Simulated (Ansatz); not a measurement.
Mulliken charges of C$_{2}$H$_{5}$ClSSi (`C[Si]1(Cl)CS1`) from ωB97M-V/def2-TZVPP in Ansatz (PBE0-D4/def2-TZVP geometry).

```json
{"atom": "C1", "x (Å)": "0.292", "y (Å)": "-1.028", "z (Å)": "1.191", "charge (e)": "-0.406"}
{"atom": "Si2", "x (Å)": "0.454", "y (Å)": "0.329", "z (Å)": "-0.052", "charge (e)": "0.435"}
{"atom": "Cl3", "x (Å)": "2.409", "y (Å)": "0.521", "z (Å)": "-0.626", "charge (e)": "-0.193"}
{"atom": "C4", "x (Å)": "-0.824", "y (Å)": "0.713", "z (Å)": "-1.301", "charge (e)": "-0.319"}
{"atom": "S5", "x (Å)": "-0.723", "y (Å)": "2.033", "z (Å)": "0.039", "charge (e)": "-0.181"}
{"atom": "H6", "x (Å)": "0.688", "y (Å)": "-1.963", "z (Å)": "0.790", "charge (e)": "0.128"}
{"atom": "H7", "x (Å)": "0.851", "y (Å)": "-0.779", "z (Å)": "2.096", "charge (e)": "0.129"}
{"atom": "H8", "x (Å)": "-0.759", "y (Å)": "-1.161", "z (Å)": "1.452", "charge (e)": "0.128"}
{"atom": "H9", "x (Å)": "-1.778", "y (Å)": "0.193", "z (Å)": "-1.309", "charge (e)": "0.138"}
{"atom": "H10", "x (Å)": "-0.529", "y (Å)": "1.089", "z (Å)": "-2.276", "charge (e)": "0.140"}
```

Problem. By hand: the dipole of these point charges (1 e Å = 4.8032 D).

Solution. Σ q r = (-0.211, -0.457, 0.081) e Å, of length 0.510 e Å = 2.45 D.

Problem. How does the dipole of the full density compare? (An estimate is asked.)

Solution. The calculation gave: (-0.108, -0.465, 0.067) e Å, 2.32 D; the point charges give 1.06 times that, at 12° from its direction.

Point charges leave out the atoms' own dipoles, such as those of lone pairs, and Mulliken's split depends on the basis, so the close match here is no proof of good charges.
